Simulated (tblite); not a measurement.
Compound: C6H5F2O2 (doublet state).
Cartesian coordinates in Å at the GFN2-xTB level; atoms count from 1:
```
atom  x, y, z in Å
C1     2.4295    0.6937   -0.6590
C2     1.5815   -0.0358   -0.2343
C3     0.4823   -0.8940    0.2052
C4    -0.4374   -1.1117   -0.9473
O5    -1.3621   -0.1420   -1.2728
C6    -1.5395    0.8316   -0.3271
F7    -0.6040    1.8218   -0.5251
O8    -1.4955    0.3759    0.9611
C9    -0.3121   -0.2484    1.3665
F10    0.4625    0.6625    2.0338
H11    3.1933    1.3244   -1.0038
H12    0.9022   -1.8499    0.5362
H13   -0.1698   -1.7219   -1.7888
H14   -2.5231    1.2957   -0.4827
H15   -0.6123   -0.9941    2.1162
```

Computed with GFN2-xTB (tblite): harmonic, unscaled wavenumbers at the GFN2-xTB geometry, gas phase. Errors from tens to a few hundred cm⁻¹ against measured bands are possible. One conformer, not necessarily the lowest. Open shells enter through the occupations alone, without spin polarisation, and single modes of such species can be off by tens of per cent.

Harmonic wavenumbers (cm⁻¹): 60.7, 92.6, 129.1, 144.9, 223.2, 318.0, 362.0, 382.7, 404.8, 484.8, 505.6, 523.0, 613.6, 635.5, 667.9, 701.1, 809.6, 875.0, 941.6, 951.4, 985.0, 1009.7, 1029.0, 1066.5, 1112.6, 1177.0, 1220.9, 1235.2, 1243.0, 1268.2, 1286.8, 1304.9, 1329.8, 2272.9, 2905.0, 2928.9, 2952.9, 3140.5, 3396.6.

A = 1784, B = 1481, C = 1258 MHz; mass 147.026 u (most abundant isotopes); point group C1, symmetry number 1; spin multiplicity 2.

**Question.** What is the zero-point energy?

**Answer.** ½Σν̃ = 21346 cm⁻¹ = 255.36 kJ/mol.

**Question.** What is S at 500 K and 1 bar for an ideal gas of classical rigid rotors and harmonic oscillators?

**Answer.** Translation 181.84, rotation 127.62, vibration 181.32, spin (R ln 2) 5.76: S = 496.5 J/(mol K).

**Question.** And Cp and H(500 K) − H(0)?

**Answer.** Cp = 216.61 J/(mol K), of which vibrations give 183.35 (their classical limit is 39 R = 324.3); H(500 K) − H(0) = 64.59 kJ/mol without the zero-point energy, 47.96 from vibrations.

**Question.** What must be added to the electronic energy to get the Gibbs energy at 500 K and 1 bar?

**Answer.** ZPE + [H(500 K) − H(0)] − T·S = 255.36 + 64.59 − 248.27 = 71.68 kJ/mol.

**Question.** How do the functions run with temperature in this model?

**Answer.** 
```tsv
T (K)	S (J/(mol K))	Cp (J/(mol K))	H − H(0) (kJ/mol)	G − H(0) (kJ/mol)	ln q(vib)
150	320.8	90.4	9.01	-39.11	2.26
250	376.7	131.9	20.12	-74.04	4.48
298.15	401.6	151.4	26.94	-92.78	5.58
400	451.4	188.1	44.30	-136.25	7.95
600	538.1	238.6	87.40	-235.44	12.55
900	643.7	281.0	166.00	-413.34	18.97
```

q(vib) and H(0) count from the zero-point level.

**Question.** Blend soft modes into free rotors: weight 1/[1 + (100 cm⁻¹/ν̃)⁴] for the oscillator and the rest for a rotor with moment μB/(μ + B), μ = h/(8π²ν), B = 10⁻⁴⁴ kg m². What vibrational entropy results?

**Answer.** 171.06 J/(mol K) in place of 181.32, which changes −T·S at 500 K by +5.13 kJ/mol.

Hindered rotation and anharmonicity are outside this model. Other conformers, if any are populated, would add a mixing term that is left out. The structure is chiral; the term R ln 2 for an equal mix with its mirror image is left out.
